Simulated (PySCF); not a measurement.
Isomers of C6H8OS2, one GFN2-xTB conformer each. Single-point energies are computed at PBE0/pcSseg-1 (PySCF, gas phase, no added dispersion term), electronic only.

Question: Rank them by PBE0/pcSseg-1 energy, lowest first (kJ/mol).
A. `[CH3:1][c:2]1[cH:3][cH:4][c:5]([S@@:6]([CH3:7])=[O:8])[s:9]1` with C4–C5–S6–C7 -113°
B. `[CH3:1][O:2][CH2:3][c:4]1[cH:5][cH:6][c:7]([SH:8])[s:9]1` with C1–O2–C3–C4 68°, O2–C3–C4–C5 50°, C6–C7–S8–H 179°

Answer: B (0.0), A (72.5).

As drawn, the lower has an S–H bond, which the higher lacks; the higher has an S=O bond, which the lower lacks. GFN2-xTB itself gives, in the same order: 0.0, 27.6. Both levels put the same isomer lowest.

Q: Which frontier levels, dipoles and rotational constants go with these structures?

A: 
```tsv
SMILES	HOMO (eV, PBE0/pcSseg-1)	LUMO (eV)	dipole (D)	A, B, C (MHz)
COCc1ccc(S)s1	-6.12	-0.64	1.07	3183, 595.3, 563.0
Cc1ccc([S@@](C)=O)s1	-6.55	-0.90	3.89	2955, 733.9, 638.0
```
